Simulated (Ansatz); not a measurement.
Rb₃Br₃⁺. The state is a doublet with charge 1. Geometry PBE-D4/def2-SVP; atoms count from 1.

Cartesian coordinates in Å:
```
Rb 2.178 0.887 3.618
Rb -2.290 1.925 -1.246
Rb 0.479 -2.695 -1.778
Br -1.741 -0.727 -2.904
Br -0.202 1.507 1.408
Br 1.577 -0.897 0.901
```

In the def2 sets Rb takes a core potential; there is no spin–orbit coupling. The structure comes from a short search, and lower isomers may exist.

Estimate the Mulliken populations from the PBE0/def2-TZVP orbitals of Ansatz.


```json
{"atom": "Rb1", "charge (e)": "0.91", "spin (α − β)": "-0.01"}
{"atom": "Rb2", "charge (e)": "0.86", "spin (α − β)": "0.00"}
{"atom": "Rb3", "charge (e)": "0.86", "spin (α − β)": "0.00"}
{"atom": "Br4", "charge (e)": "-0.77", "spin (α − β)": "0.00"}
{"atom": "Br5", "charge (e)": "-0.43", "spin (α − β)": "0.50"}
{"atom": "Br6", "charge (e)": "-0.43", "spin (α − β)": "0.50"}
```
Mulliken values and Mayer orders depend strongly on the basis.

Where does the spin sit?

Summed by element: Rb 0.00, Br 1.00, of 1 unpaired in all. Largest on single atoms: Br5 0.50, Br6 0.50, Rb1 -0.01.
